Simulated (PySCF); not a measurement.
# Spinor energies of In³³⁺ (indium, charge +33)

Start: [Ne] 3s2 3p4; 3p1/2 filled at m_j = -1/2, +1/2; 3p3/2 filled at m_j = +1/2, +3/2. Calculated with PySCF 2.14 in an even-tempered Gaussian basis (19 s from 5.9 bohr⁻², ratio 2.4; 14 p from 7.6 bohr⁻², ratio 2.4; 5 d from 30 bohr⁻², ratio 2.6; 4 f from 44 bohr⁻², ratio 2.6): generalised Hartree-Fock with the X2C-1e Hamiltonian and a Gaussian nucleus; one run each with spin-orbit coupling (SO) switched off, then screened by Boettger's factors.

| spinor shell | electrons | ε, spin-free (eV) | ε, screened SO (eV) | weight of nominal j (screened SO) | rms radius, screened SO (bohr) |
| --- | --- | --- | --- | --- | --- |
| 1s1/2 | 2 | -29874.8 | -29870.9 | 1.000 | 0.0340 |
| 2s1/2 | 2 | -6020.3 | -6018.5 | 1.000 | 0.137 |
| 2p1/2 | 2 | -5584.1 | -5735.3 | 1.000 | 0.118 |
| 3s1/2 | 2 | -2267.4 | -2266.7 | 1.000 | 0.335 |
| 3p1/2 | 2 | -2131.8 | -2163.3 | 0.989 | 0.323 |
| 3p3/2 | 2 | -2131.8 | -2115.8 | 0.992 | 0.330 |

**Question.** Where does 2p3/2 lie, and what is the 2p spin-orbit splitting (screened SO)?

**Answer.** At -5513.1 eV, 222.17 eV above 2p1/2.

```
   quantity    spin-free  screened SO
E (hartree)  -5033.11863  -5035.48927
        M_J            2            2
       ⟨J²⟩        6.001        6.002
       ⟨L²⟩        2.001        3.042
       ⟨S²⟩        2.000        1.489
```

Each row is a mean over spinors that exchange with the open shell spreads, by up to 25.384 eV (3s1/2).

Breit and QED terms are absent; they matter most for the inner s and p1/2 levels.

Densities and radii are taken from the X2C orbitals without a picture-change correction, which distorts them close to the nucleus.

Without spin-orbit coupling the j labels of p, d and f shells carry no meaning; the spin-free column gives the mean over the occupied spinors of each nl shell.
